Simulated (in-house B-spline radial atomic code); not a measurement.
Ionisation energies along the 36-electron series, configuration [Ar] 3d10 4s2 4p6, as differences of self-consistent energies. NIST's values go from ground level to ground level; the uncertainty of those that are theory runs from under 0.1 % in few-electron ions to several per cent in heavy many-electron ones. Computed with an all-electron radial atomic-structure program (B-spline basis): non-relativistic Hartree-Fock, average of the configuration, point nuclei.

This level leaves out relativity, spin-orbit splitting included, which matters for heavy ions.

| ion | configuration after | ionisation energy (eV) | IE/(q+1)² (eV) | -ε less Coulomb ΔSCF (eV) | tabulated value (eV) | computed minus tabulated (eV) |
| --- | --- | --- | --- | --- | --- | --- |
| Yb34+ | [Ar] 3d10 4s2 4p5 | 1503.4 | 1.2273 | 0.63169 | 1516 | -12.6 |
| Lu35+ | [Ar] 3d10 4s2 4p5 | 1577.7 | 1.2173 | 0.63202 | 1591 | -13.3 |
| Hf36+ | [Ar] 3d10 4s2 4p5 | 1653.6 | 1.2079 | 0.63237 | 1669 | -15.4 |
| Ta37+ | [Ar] 3d10 4s2 4p5 | 1731.3 | 1.199 | 0.63273 | 1748 | -16.7 |
| W38+ | [Ar] 3d10 4s2 4p5 | ? | ? | ? | ? | ? |
| Re39+ | [Ar] 3d10 4s2 4p5 | ? | ? | ? | ? | ? |
| Os40+ | [Ar] 3d10 4s2 4p5 | 1974.6 | 1.1747 | 0.6339 | 1996 | -21.4 |
| Ir41+ | [Ar] 3d10 4s2 4p5 | 2059.2 | 1.1673 | 0.63431 | 2083 | -23.8 |

(1) Fill in the row of W38+.

(2) Fill in the row of Re39+.

## Answers

(1) ionisation energy (eV): 1810.7; IE/(q+1)² (eV): 1.1905; -ε less Coulomb ΔSCF (eV): 0.63311; tabulated value (eV): 1829.8; computed minus tabulated (eV): -19.1.

(2) ionisation energy (eV): 1891.8; IE/(q+1)² (eV): 1.1824; -ε less Coulomb ΔSCF (eV): 0.6335; tabulated value (eV): 1912; computed minus tabulated (eV): -20.2.
